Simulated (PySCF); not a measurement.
Method: PBE-D3(BJ)/def2-TZVP // PBE-D3(BJ)/def2-SVP (PySCF). All species are isolated molecules in the gas phase. One relaxed conformer stands for a flexible species; it need not be the lowest. 

Reference species (SMILES): `B[C@@H]1CCC[C@H](C=C)C1` (neutral, multiplicity 1).

* **S1 oscillator strength**: 0.001
* **HOMO–LUMO gap**: 3.98 eV

Changed species: `B[C@@H]1CCCC[C@H]1C=C`.

Predict the effect on the S1 oscillator strength and HOMO–LUMO gap.

the S1 oscillator strength is nearly the same; the HOMO–LUMO gap drops by 0.05 eV, to 3.93 eV.
